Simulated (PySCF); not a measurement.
## Correlation energy of Cl (chlorine, neutral)

[Ne] 3s2 3p5, 2P determinant. All numbers are calculated (PySCF 2.14, the spin-free X2C one-electron Hamiltonian (Gaussian nucleus), in x2c-SVPall (4s3p1d, 18 functions)). Frozen: [Ne]; 7 electrons correlated.

MP2 pair energies summed by pair of shells (mhartree):

```
 pair  energy  share (%)
3p-3p  -71.91       65.9
3s-3p  -30.05       27.5
3s-3s   -7.16        6.6
```

Total MP2 correlation energy: -109.11 mhartree.

Same-spin part -27.05 and opposite-spin part -82.07 mhartree; SCS-MP2 scales them by 1/3 and 6/5 to -107.49 mhartree.

```tsv
level	correlation energy (mhartree)
CCSD	-125.79
(T)	-1.02
CCSD(T)	-126.81
```

Diagnostics: T1 = 0.0054, D1 = 0.0164, largest double amplitude 0.050.

Cost of the coupled-cluster step: 0.07 s of wall time on 1 thread of Neoverse-V2 (shared host), for 7 correlated electrons.
